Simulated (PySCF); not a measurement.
Group charges in `CC(C)OC1=[O+][BH2-]OC=C1`

C6H11BO3.
SMILES with atom numbers: `[CH3:1][CH:2]([CH3:3])[O:4][C:5]1=[O+:6][BH2-:7][O:8][CH:9]=[CH:10]1` (hydrogens: H11, H12, H13 on C1; H14 on C2; H15, H16, H17 on C3; H18, H19 on B7; H20 on C9; H21 on C10)

Structure used (PBE0-D3(BJ)/def2-SVP), in Å, numbered top down from 1:
```
atom  x, y, z in Å
C1    -2.7130    0.8551   -0.5048
C2    -1.5236   -0.0709   -0.4030
C3    -1.8494   -1.4323    0.1746
O4    -0.5733    0.6000    0.4628
C5     0.7043    0.3591    0.3302
O6     1.0881   -0.4932   -0.5245
B7     2.5957   -0.5689   -0.8814
O8     3.3537   -0.3339    0.4054
C9     2.8869    0.5156    1.2404
C10    1.6016    1.0142    1.2067
H11   -3.4748    0.4135   -1.1632
H12   -2.4171    1.8285   -0.9208
H13   -3.1631    1.0210    0.4855
H14   -1.0424   -0.1914   -1.3853
H15   -2.5847   -1.9428   -0.4645
H16   -0.9500   -2.0613    0.2264
H17   -2.2773   -1.3323    1.1836
H18    2.8229   -1.6852   -1.2941
H19    2.8312    0.3578   -1.6462
H20    3.5777    0.8130    2.0426
H21    1.2315    1.7226    1.9437
```

Atomic charges (e) from the PBE0/pcSseg-1 density (PySCF):

| atom | Mulliken | IAO | Hirshfeld | ESP-fitted |
| --- | --- | --- | --- | --- |
| C1 | -0.2133 | -0.4156 | -0.1174 | -0.5862 |
| C2 | -0.0986 | +0.0936 | +0.0601 | +0.6401 |
| C3 | -0.2445 | -0.4240 | -0.1203 | -0.6462 |
| O4 | -0.4457 | -0.3010 | -0.0682 | -0.4802 |
| C5 | +0.6104 | +0.5170 | +0.2230 | +0.9329 |
| O6 | -0.4884 | -0.3476 | -0.1122 | -0.4280 |
| B7 | +0.3543 | +0.0474 | +0.0456 | +0.3395 |
| O8 | -0.4343 | -0.3231 | -0.1271 | -0.4054 |
| C9 | +0.2893 | +0.1886 | +0.1047 | +0.4810 |
| C10 | -0.3114 | -0.3617 | -0.1323 | -0.8571 |
| H11 | +0.1251 | +0.1492 | +0.0524 | +0.1522 |
| H12 | +0.1320 | +0.1518 | +0.0471 | +0.1504 |
| H13 | +0.1227 | +0.1457 | +0.0447 | +0.1663 |
| H14 | +0.1472 | +0.1526 | +0.0431 | -0.0185 |
| H15 | +0.1265 | +0.1498 | +0.0527 | +0.1644 |
| H16 | +0.1455 | +0.1574 | +0.0444 | +0.1765 |
| H17 | +0.1210 | +0.1435 | +0.0429 | +0.1717 |
| H18 | -0.0856 | -0.0165 | -0.0952 | -0.1323 |
| H19 | -0.0952 | -0.0459 | -0.1104 | -0.1704 |
| H20 | +0.1236 | +0.1626 | +0.0694 | +0.0786 |
| H21 | +0.1195 | +0.1760 | +0.0527 | +0.2704 |

**Question.** Cut each of the bonds C1–C2, C2–O4 and C5–O4 in turn and sum the charges on the side of the atom named first.

**Answer.** In e; the other side holds the opposite charge:

```
bond cut    piece  atoms  Mulliken     IAO  Hirshfeld  ESP-fitted
   C1–C2      CH3      4    +0.167  +0.031     +0.027      -0.117
   C2–O4     C3H7     10    +0.364  +0.304     +0.150      +0.371
   C5–O4  C3H4BO2     10    +0.082  -0.003     -0.082      +0.109
```

Extremes among these pieces. Mulliken: lowest C3H4BO2 at C5, highest C3H7 at C2; IAO: lowest C3H4BO2 at C5, highest C3H7 at C2; Hirshfeld: lowest C3H4BO2 at C5, highest C3H7 at C2; ESP-fitted: lowest CH3 at C1, highest C3H7 at C2.

**Question.** Do the schemes agree better on the pieces than on the single atoms at the cuts?

**Answer.** The spread between schemes averages 0.232 e for the pieces and 0.639 e for the atoms named first; it is smaller for the piece at 3 of the 3 cuts. On average they agree better on the pieces. The sign differs between schemes (beyond ±0.03 e) for CH3 at C1 and C3H4BO2 at C5.

The structure is a single PBE0-D3(BJ)/def2-SVP conformer in the gas phase; no vibrational or solvent corrections.
